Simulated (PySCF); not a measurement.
First SCF of a structure search on doublet [MoO2]-, at a hand-made end-on geometry. PySCF input:

```python
from pyscf import gto, scf, dft
mol = gto.M(atom='''
Mo     0.000000     0.000000     0.000000
O      0.000000     0.000000     2.070300
O      1.252800     0.000000     2.790300''',
    basis={'Mo': 'def2-SVPD', 'O': 'def2-SVPD'},
    ecp={'Mo': 'def2-SVPD'},
    charge=-1, spin=1)
mf = dft.UKS(mol, xc='PBE')
mf.grids.atom_grid = (50, 194)
aux = {'Mo': 'def2-universal-JKFIT', 'O': 'def2-universal-JKFIT'}
mf = mf.density_fit(auxbasis=aux)
mf.conv_tol = 1e-08
mf.diis_space = 10
mf.max_cycle = 60
mf.init_guess = 'minao'
mf.verbose = 4
mf.kernel()
```

Excerpt of the output (cycles alone):

```
init E= -210.887593151027
cycle= 1 E= -217.838015636096  delta_E= -6.95  |g|= 0.66  |ddm|= 2.19
cycle= 2 E= -210.967759683891  delta_E= 6.87  |g|= 2.71  |ddm|= 30.7
cycle= 3 E= -217.803731537889  delta_E= -6.84  |g|= 0.677  |ddm|= 30.3
cycle= 4 E= -213.895695842542  delta_E= 3.91  |g|= 2.38  |ddm|=  2.8
cycle= 5 E= -217.970068993087  delta_E= -4.07  |g|= 0.675  |ddm|= 2.06
cycle= 6 E= -218.04919658258  delta_E= -0.0791  |g|= 0.561  |ddm|= 1.96
cycle= 7 E= -218.153167327161  delta_E= -0.104  |g|= 0.299  |ddm|= 2.03
cycle= 8 E= -218.138243752638  delta_E= 0.0149  |g|= 0.289  |ddm|= 2.09
cycle= 9 E= -218.176392735876  delta_E= -0.0381  |g|= 0.157  |ddm|= 0.373
cycle= 10 E= -218.196641260394  delta_E= -0.0202  |g|= 0.088  |ddm|= 2.07
cycle= 11 E= -218.183039260969  delta_E= 0.0136  |g|= 0.139  |ddm|= 2.08
cycle= 12 E= -218.18858725959  delta_E= -0.00555  |g|= 0.129  |ddm|= 0.234
cycle= 13 E= -218.230234690831  delta_E= -0.0416  |g|= 0.0471  |ddm|= 1.43
cycle= 14 E= -218.232533929395  delta_E= -0.0023  |g|= 0.037  |ddm|= 0.202
cycle= 15 E= -218.23375769843  delta_E= -0.00122  |g|= 0.028  |ddm|= 0.141
cycle= 16 E= -218.235008726033  delta_E= -0.00125  |g|= 0.0173  |ddm|= 0.218
cycle= 17 E= -218.235434441487  delta_E= -0.000426  |g|= 0.00724  |ddm|= 0.134
cycle= 18 E= -218.235355951353  delta_E= 7.85e-05  |g|= 0.017  |ddm|= 0.0528
cycle= 19 E= -218.235516715397  delta_E= -0.000161  |g|= 0.00696  |ddm|= 0.0226
cycle= 20 E= -218.235553955266  delta_E= -3.72e-05  |g|= 0.00411  |ddm|= 0.0234
cycle= 21 E= -218.235568270587  delta_E= -1.43e-05  |g|= 0.00286  |ddm|= 0.0206
cycle= 22 E= -218.235577245675  delta_E= -8.98e-06  |g|= 0.00121  |ddm|= 0.0174
cycle= 23 E= -218.235578968171  delta_E= -1.72e-06  |g|= 0.00109  |ddm|= 0.0125
cycle= 24 E= -218.235579660228  delta_E= -6.92e-07  |g|= 0.00083  |ddm|= 0.008
cycle= 25 E= -218.235580356549  delta_E= -6.96e-07  |g|= 0.000225  |ddm|= 0.00297
cycle= 26 E= -218.235580540892  delta_E= -1.84e-07  |g|= 0.000231  |ddm|= 0.00183
cycle= 27 E= -218.235580828304  delta_E= -2.87e-07  |g|= 0.000123  |ddm|= 0.00391
cycle= 28 E= -218.235580862527  delta_E= -3.42e-08  |g|= 0.000126  |ddm|= 0.00138
cycle= 29 E= -218.235580880132  delta_E= -1.76e-08  |g|= 2.06e-05  |ddm|= 0.000833
cycle= 30 E= -218.235580881172  delta_E= -1.04e-09  |g|= 1.1e-05  |ddm|= 0.000211
Extra cycle  E= -218.235580877233  delta_E= 3.94e-09  |g|= 8.8e-05  |ddm|= 0.000142
converged SCF energy = -218.235580877233  <S^2> = 2.0072717  2S+1 = 3.0048439
```

This is not the lowest solution: another start and a stability analysis within the same unrestricted form found one 1.3 kJ/mol lower, at -218.23609 Eh.

Other spin states or occupations of the open shell can lie lower.

The search for the lowest solution, 3 starts and the stability check together, took 25 s on 2 threads of a shared Arm Neoverse V1 host, with 80 basis functions; the process peaked at 0.37 GiB. Launch command: `OMP_NUM_THREADS=2 python axn.py task.json out`.
